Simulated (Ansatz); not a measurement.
`C[N]([GeH3])[Si](C)(C)C` and `C[Si](C)(C)N` differ in one atom or group.

Ansatz, PBE0-D4/def2-TZVP geometries, multiplicity 1. Each molecule was computed in one conformer, which needn't be the lowest.

Scalar relativity is left out up to krypton.

```
                               property  `C[N]([GeH3])[Si](C)(C)C`
     HOMO energy (PBE0/def2-TZVPP) / eV                      -6.45
    HOMO–LUMO gap (PBE/def2-TZVPP) / eV                       4.97
HOMO–LUMO gap (ωB97M-V/def2-TZVPP) / eV                      10.82
   HOMO–LUMO gap (PBE0/def2-TZVPP) / eV                       7.06
  LUMO energy (ωB97M-V/def2-TZVPP) / eV                       2.08
    HOMO energy (B3LYP/def2-TZVPP) / eV                      -6.25
```

Q: What does the change do to each property? (An estimate is asked.)

A: The calculation gave: 
```csv
property,`C[Si](C)(C)N`,shift
HOMO energy (PBE0/def2-TZVPP) / eV,-6.95,-0.50
HOMO–LUMO gap (PBE/def2-TZVPP) / eV,5.58,0.61
HOMO–LUMO gap (ωB97M-V/def2-TZVPP) / eV,11.47,0.65
HOMO–LUMO gap (PBE0/def2-TZVPP) / eV,7.76,0.70
LUMO energy (ωB97M-V/def2-TZVPP) / eV,2.15,0.07
HOMO energy (B3LYP/def2-TZVPP) / eV,-6.73,-0.48
```

With PBE0 the HOMO falls by 0.50 eV and the LUMO rises by 0.20 eV, so the gap widens by about 0.70 eV. PBE moves the HOMO by -0.38 eV and ωB97M-V by -0.58 eV.

Positive LUMOs are unbound, so they and the gaps depend on the basis.

B3LYP here is the variant with VWN-RPA as its local correlation; programs differ in this.
